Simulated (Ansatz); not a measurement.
`CB(Cl)CBr` + H₂Se → `CB(Cl)[SeH]` + `CBr` at 500 K and 1 bar (ligand exchange at a B–C bond).

Computed with Ansatz on PBE0-D4/def2-TZVP structures; ΔE is electronic, products minus reactants. CCSD(T)/CBS adds triple-zeta CCSD(T) − MP2 to the extrapolated MP2 energy (def2 sets, frozen cores). For Br, Se outer-core shells are correlated without core-valence functions, which leaves a few kJ/mol of doubt a bond. Scalar relativity is left out up to krypton. Each species was taken in one conformer, which may not be the lowest.

| species | CCSD(T)/CBS energy (Eh) | H − E (kJ/mol) | S (J/(mol·K)) |
| --- | --- | --- | --- |
| `CB(Cl)CBr` | -3137.06715 | 228.5 | 421.5 |
| H₂Se | -2401.89790 | 53.1 | 237.8 |
| `CB(Cl)[SeH]` | -2925.81492 | 171.0 | 386.2 |
| `CBr` | -2613.17401 | 118.3 | 270.7 |

H − E and S are ideal-gas, rigid-rotor, harmonic terms from PBE0-D4/def2-TZVP, for one conformer and one mirror image of each species. 1 Eh = 2625.50 kJ/mol, R = 8.31446 J/(mol·K).

Task: By hand: ΔE, ΔH, ΔS and ΔG.

Result: ΔE = (-2925.81492) + (-2613.17401) − (-3137.06715) − (-2401.89790) = -0.02388 Eh = -62.7 kJ/mol. Δ(H − E) = 171.0 + 118.3 − 228.5 − 53.1 = 7.7, so ΔH = -55.0 kJ/mol. ΔS = 386.2 + 270.7 − 421.5 − 237.8 = -2.4 J/(mol·K). ΔG = -55.0 − 500 × (-2.4)/1000 = -53.8 kJ/mol.

Task: By hand: the equilibrium constant, and the temperature at which ΔG would vanish if ΔH and ΔS stayed fixed.

Result: log₁₀ K = −ΔG/(RT ln 10) = 5.6. ΔG = 0 at ΔH/ΔS = 22917 K, far beyond where these terms or the molecules hold.

The number of gas molecules stays the same, so ΔS is small and ΔH decides. A doubt of 5 kJ/mol in ΔE shifts log₁₀ K by 0.5 here. Other conformers and mirror images would add mixing entropy, several J/(mol·K) or more a flexible species. These are equilibria of isolated gas molecules and say nothing of rates. Largest T1 diagnostic: 0.011 (customary marks: 0.02 for closed shells, 0.045 for open ones).
